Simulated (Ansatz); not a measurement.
A nudged elastic band was laid between two geometries of FGaH₃O (6 atoms, charge 0, multiplicity 2).

All numbers below come from UKS PBE/def2-SVP in Ansatz 0.2.0.

```
movable images  : 7
climbing image  : yes
spring          : 5.0 eV/Å²
optimiser       : quadratic models (default)
start path      : through a guess of the saddle point
force threshold : 0.05 eV/Å
iteration limit : 60
end points      : relaxed
```

First end point:

```xyz
6
Properties=species:S:1:pos:R:3
Ga 0.007 -0.179 0.551
H -0.578 -1.647 0.985
O 1.348 -0.365 -0.683
H 2.154 0.135 -0.439
H -1.400 0.233 -0.183
F 0.508 0.872 1.899
```

Last end point:

```xyz
6
Properties=species:S:1:pos:R:3
Ga -0.103 -0.408 -0.263
H -0.158 -1.046 2.246
O 1.470 0.334 -0.800
H 2.240 -0.253 -0.685
H -1.379 0.536 -0.535
F -0.029 -0.114 2.168
```

Which bonds break or form, and what moves?

Bonds broken: Ga1–H2, Ga1–F6. Bonds formed: H2–F6. FGaH3O becomes FH + GaH2O.

Give the energies along the band, and the barrier.

The forces met the threshold. The highest image is number 5 of 0 to 8, 0.44 eV above the first end and 0.51 eV above the last; the last end lies 0.07 eV below the first. A vibrational analysis at the climbing image gives one clearly imaginary mode, 680i cm⁻¹: a first-order saddle point.

| image | path coordinate (Å) | energy (eV) | Ga1–H2 (Å) | Ga1–F6 (Å) | H2–F6 (Å) |
| --- | --- | --- | --- | --- | --- |
| 0 | 0.00 | 0.00 | 1.64 | 1.78 | 2.89 |
| 1 | 0.36 | 0.01 | 1.68 | 1.78 | 2.80 |
| 2 | 0.71 | 0.08 | 1.73 | 1.79 | 2.48 |
| 3 | 1.07 | 0.19 | 1.80 | 1.81 | 2.11 |
| 4 | 1.42 | 0.30 | 1.82 | 1.87 | 1.71 |
| 5 | 1.78 | 0.44 | 1.81 | 2.00 | 1.32 |
| 6 | 2.16 | 0.10 | 2.00 | 2.24 | 1.01 |
| 7 | 2.54 | -0.05 | 2.32 | 2.42 | 0.95 |
| 8 | 2.92 | -0.07 | 2.59 | 2.45 | 0.94 |

What is the geometry of the highest image?


```xyz
6
Properties=species:S:1:pos:R:3
Ga -0.145 -0.205 0.096
H 0.004 -0.988 1.717
O 1.366 -0.053 -0.868
H 2.171 -0.171 -0.330
H -1.545 0.181 -0.490
F 0.190 0.284 2.006
```

What are the harmonic wavenumbers there?

680i, 147, 314, 391, 466, 538, 581, 676, 799, 1249, 1940, 3734 cm⁻¹.

Run time: 2.8 min on 2 threads of Intel(R) Xeon(R) Platinum 8259CL CPU @ 2.50GHz (Skylake/Cascade Lake), on a shared host, peak memory 0.2 GiB.
